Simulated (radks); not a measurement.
Values are calculated unless marked as measured or tabulated.
Kr21+, configuration [Ne] 3s2 3p3 (the NIST ground configuration).

Level of theory: scalar-relativistic Kohn-Sham, PBEsol, spin-polarised, spherical densities, point nucleus; open shells are filled with parallel spins first (a radial shooting solver on a logarithmic mesh with Libxc functionals).

Energy parts (eV):
| part | energy |
|---|---|
| total | -68603.801 |
| kinetic | 70350.925 |
| electron-nucleus | -150847.076 |
| Hartree | 13709.425 |
| exchange-correlation | -1817.075 |

Orbitals (lengths in bohr, moments of r in powers of bohr; <r^-3> diverges for s and p1/2; r(max) is where P^2 peaks):
orbital  occ.  eigenvalue (eV)   r(max)  <r^-3>
1s up       1        -15048.87  0.02709       -
1s down     1        -15044.86  0.02709       -
2s up       1        -2738.365   0.1536       -
2s down     1        -2735.032   0.1536       -
2p up       3        -2530.144   0.1227    1524
2p down     3        -2525.638   0.1229    1522
3s up       1        -986.9774   0.4292       -
3s down     1        -972.2917   0.4294       -
3p up       3        -920.1724   0.4157   337.8
3p down     0        -905.5034   0.4159   336.4
3d up       0        -825.3129   0.3411   48.58
3d down     0        -812.6238   0.3382   49.19
4s up       0        -495.3113   0.8816       -
4s down     0        -490.2181   0.8865       -

The highest occupied level is 3p up at -920.17 eV. For comparison, the ionisation energy in NIST's Atomic Spectra Database is 945 eV (semi-empirical). In exact Kohn-Sham theory the highest level is minus the ionisation energy, but local and semilocal functionals leave it too shallow, through self-interaction and a potential that decays too fast; potentials with the right tail come closer. Summed over all electrons, <r^2> = 1.437 bohr^2, which gives a Langevin (diamagnetic) susceptibility term of -1.14 x 10^-6 cm^3/mol. Spin moment in Bohr magnetons: 3. The density falls to 0.001 e/bohr^3 at r = 1.19 bohr.
